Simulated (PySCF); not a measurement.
SMILES CC(C)=C=C(C)C(F)(F)F, C7H9F3

Geometry:
| atom | x (Å) | y (Å) | z (Å) |
| --- | --- | --- | --- |
| C1 | -2.000 | -1.443 | 0.143 |
| C2 | -1.324 | -0.109 | -0.020 |
| C3 | -2.215 | 1.093 | -0.169 |
| C4 | -0.017 | 0.000 | -0.023 |
| C5 | 1.293 | 0.102 | -0.042 |
| C6 | 2.144 | 0.024 | -1.278 |
| C7 | 2.039 | 0.319 | 1.246 |
| F8 | 2.723 | 1.473 | 1.217 |
| F9 | 2.943 | -0.653 | 1.444 |
| F10 | 1.244 | 0.350 | 2.312 |
| H11 | -2.649 | -1.653 | -0.723 |
| H12 | -2.646 | -1.435 | 1.037 |
| H13 | -1.275 | -2.261 | 0.245 |
| H14 | -1.639 | 2.020 | -0.284 |
| H15 | -2.872 | 0.976 | -1.047 |
| H16 | -2.870 | 1.195 | 0.712 |
| H17 | 1.522 | -0.137 | -2.167 |
| H18 | 2.867 | -0.803 | -1.196 |
| H19 | 2.719 | 0.954 | -1.410 |

Computed with TDDFT CAM-B3LYP/aug-cc-pVDZ circular dichroism and optical rotation, one conformer, gas phase (PySCF 2.14.0). Geometry: PBE0-D3(BJ)/def2-SVP.

No stereocentre is labelled: unless the shape is locked (an allene, a helicene, a hindered biaryl), the mirror image is equally populated and a measured rotation or CD is zero. Singlets 7 and 8 lie within 0.01 eV of each other, so their separate moments and overlaps can depend on how they mix.

(1) Give the optical rotatory dispersion at 633, 589.3, 546, 436, 405, 365, 355 nm.

Results:

(1) [α] in deg dm⁻¹ (g/mL)⁻¹:
| λ (nm) | origin-invariant length gauge | modified velocity gauge | length gauge (centre of mass) | isotropic polarisability (au) |
| --- | --- | --- | --- | --- |
| 633 | +0.1 | 0.0 | +0.2 | 97.0 |
| 589.3 | +0.2 | +0.1 | +0.3 | 97.5 |
| 546 | +0.3 | +0.2 | +0.4 | 98.0 |
| 436 | +0.9 | +0.8 | +1.1 | 100.4 |
| 405 | +1.4 | +1.3 | +1.7 | 101.5 |
| 365 | +2.7 | +2.5 | +3.0 | 103.5 |
| 355 | +3.2 | +3.0 | +3.5 | 104.2 |

The first excitation lies at 5.62 eV (221 nm) with R = +0.4 × 10⁻⁴⁰ esu² cm² (velocity form).
